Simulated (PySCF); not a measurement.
```xyz
3
charge 0 multiplicity 1, angstrom
C     0.0000    0.0000    0.0000
Se    1.6972    0.0000    0.0000
Se   -1.6972    0.0000    0.0000
```

These are results of B3LYP/[C def2-TZVP, Se def2-TZVP], no relativity, density fitting, PySCF, not measurements.

This geometry of CSe2 is a stationary point at this level.

Problem. What is the point group?

Solution. D∞h.

Problem. Is it a minimum?

Solution. Yes: all harmonic wavenumbers are real.

Problem. List the harmonic modes with their infrared intensities.

Solution. 
```tsv
symmetry	ω (cm⁻¹)	IR (km/mol, summed over degenerate members)
πu	323	14.3
σg+	378	0.0
σu+	1321	529
```

Problem. Give the atomic charges and bond orders.

Solution. 
| atom | Mulliken | Löwdin | polar tensor | Mayer order to C1 |
| --- | --- | --- | --- | --- |
| C1 | -0.10 | -0.77 | 0.63 | – |
| Se2,3 | 0.05 | 0.38 | -0.31 | 2.07 |
Other Mayer orders above 0.3: Se–Se 0.45.

In D∞h the vibrations span πu + σg+ + σu+. The σg+ mode carries no infrared intensity, as symmetry demands. With a centre of inversion only u modes can be infrared active and only g modes Raman active.
